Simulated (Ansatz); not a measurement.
`[CH2][Ga]([CH3])[NH2]` radical, 11 atoms. Total charge 0; spin multiplicity 2. Correlated methods include outer-core shells of Ga, which these sets cover unevenly. Scalar relativity is left out up to krypton. All runs use 4 threads of a server CPU on a shared host. Correlated methods freeze the cores. Open-shell runs search over several starts.

(1) How many basis functions does each run have, and how long does it take in Ansatz? UKS PBE0-D4/def2-SVP energy; UKS PBE0-D4/def2-TZVP frequencies; UKS PBE-QIDH (frozen core)/def2-TZVPP energy; UKS PBE0-D4/def2-QZVPP energy; UKS PBE0-D4/def2-TZVP relaxation (6 steps); UKS ωB97M-V/def2-QZVPP energy; direct RPA on PBE orbitals/def2-TZVPP energy; UKS r2SCANh-D4/def2-TZVPP energy; UKS BHLYP-D4/def2-TZVPP energy; UKS HSE06 (plane-wave form)-D4/def2-TZVPP energy; UHF-CCSD(T)/def2-SVP energy; UHF-MP2/def2-QZVPP energy. (Estimate.)

Results:

(1) Ansatz gave: Other jobs shared the machine, so times are rough.

```csv
level,job,functions,wall time,peak host memory (GiB)
UKS PBE0-D4/def2-SVP,energy,109,1.8 s,0.35
UKS HSE06 (plane-wave form)-D4/def2-TZVPP,energy,239,4.1 s,0.86
UKS BHLYP-D4/def2-TZVPP,energy,239,5.5 s,0.83
UKS r2SCANh-D4/def2-TZVPP,energy,239,6.5 s,0.85
UKS PBE-QIDH (frozen core)/def2-TZVPP,energy,239,7 s,0.77
direct RPA on PBE orbitals/def2-TZVPP,energy,239,9 s,0.75
UKS PBE0-D4/def2-QZVPP,energy,470,14 s,2.2
UHF-CCSD(T)/def2-SVP,energy,109,17 s,1.2
UKS PBE0-D4/def2-TZVP,relaxation (6 steps),183,23 s,0.61
UKS ωB97M-V/def2-QZVPP,energy,470,27 s,2.8
UHF-MP2/def2-QZVPP,energy,470,30 s,2.9
UKS PBE0-D4/def2-TZVP,frequencies,183,2.4 min,0.65
```
